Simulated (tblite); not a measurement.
Run record: tight-binding relaxation, `C/C=C/C(=O)NCB(O)O`.

Computed with GFN2-xTB geometry optimisation, gas phase (tblite 0.8.0). Start geometry: from a force field or distance geometry. The command runs a driver script over a list of jobs; the input below is this job's line of settings and its coordinates in Å.

Command:
```bash
OMP_NUM_THREADS=1 python probes_run.py task.json out
```

Input:
```
{"job": {"kind": "relax", "xc": "GFN2-xTB", "basis": "xTB"}, "charge": 0, "multiplicity": 1}
C     -3.934900     0.410400    -0.874100
C     -2.594800    -0.222000    -0.846100
C     -1.639000     0.291900    -0.029000
C     -0.326900    -0.317800    -0.001700
O     -0.020700    -1.336100    -0.672900
N      0.674500     0.223000     0.855900
C      2.021600    -0.346600     0.940100
B      2.764500    -0.324100    -0.476300
O      3.158100     0.992100    -1.008200
O      3.798700    -1.364300    -0.646600
H     -4.515200    -0.152800    -1.637200
H     -3.864100     1.450500    -1.231100
H     -4.472800     0.323200     0.098300
H     -2.359100    -1.110300    -1.457300
H     -1.881900     1.184500     0.584100
H      0.503800     1.065800     1.477100
H      1.987700    -1.439700     1.209600
H      2.677700     0.197000     1.644800
H      3.426800     1.523900    -0.204400
H      4.590800    -1.038000    -0.137700
```

**Question.** Estimate the output.

**Answer.** 
```
step      E/eV     max force
  0    -874.46650    3.778
  1    -875.04951    2.521
  2    -875.30219    1.344
  3    -875.41813    1.191
  4    -875.53064    0.809
  5    -875.60566    0.826
  6    -875.73907    1.241
  7    -875.91717    1.980
  8    -876.12201    1.491
  9    -876.34001    0.796
... (171 lines left out)
181    -877.16846    0.017
182    -877.16854    0.019
183    -877.16866    0.021
184    -877.16879    0.022
185    -877.16889    0.025
186    -877.16896    0.017
187    -877.16902    0.021
188    -877.16907    0.016
189    -877.16909    0.010
190    -877.16910    0.006
```

«max force» is the largest atomic force in eV/Å.

**Question.** From which step on does the largest force stay under 0.1 eV/Å, and how much energy is left to gain from there?

**Answer.** From step 153 (0.079 eV/Å), 8.0 meV above the end.

Summary of the converged run: energy lowered by 62.3 kcal/mol over 190 steps; largest atomic force 0.006 eV/Å at the end.

The run took 2.4 s of wall time on one thread of an Arm Neoverse N1, shared host with 64 logical CPUs at a one-minute load of 57.
Labels such as C1 count atoms from 1, the log's own numbers from 0.
